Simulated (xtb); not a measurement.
xtb input (GFN1-xTB):

```bash
xtb mol.xyz --gfn 1 --opt tight --chrg 0 --uhf 0
```
mol.xyz:
```
5

Cu    -0.03571283    -0.22167885     0.14645567
Cl     0.11241081     1.51136477    -1.00961733
O     -0.16108842    -1.85683623     1.23845008
H      0.15219239    -1.77130001     2.14737479
H      0.26120321    -2.63852454     0.86130475
```

End of the output:

```
      molecular mass/u    :      117.0142640
   center of mass at/Å    :        0.0416852       0.1070934      -0.0686821
  moments of inertia/u·Å² :        0.1228060E+01   0.2200222E+03   0.2212398E+03
rotational constants/cm⁻¹ :        0.1372704E+02   0.7661789E-01   0.7619621E-01

 * 3 selected distances

     #   Z          #   Z                                           value/Å
     1  29 Cu       2  17 Cl                                      2.0648984 (max)
     3   8 O        4   1 H                                       0.9564701 (min)
     3   8 O        5   1 H                                       0.9564701

 * 2 distinct bonds (by element types)

   Z      Z             #   av. dist./Å        max./Å        min./Å
   1 H    8 O           2     0.9564701     0.9564701     0.9564701
  17 Cl  29 Cu          1     2.0648984     2.0648984     2.0648984

optimized geometry written to: xtbopt.xyz

           -------------------------------------------------
          | TOTAL ENERGY              -14.570184619232 Eh   |
          | GRADIENT NORM               0.000191082974 Eh/α |
          | HOMO-LUMO GAP               4.405656714055 eV   |
           -------------------------------------------------

------------------------------------------------------------------------
------------------------------------------------------------------------
 total:
 SCF:
 ANC optimizer:
```
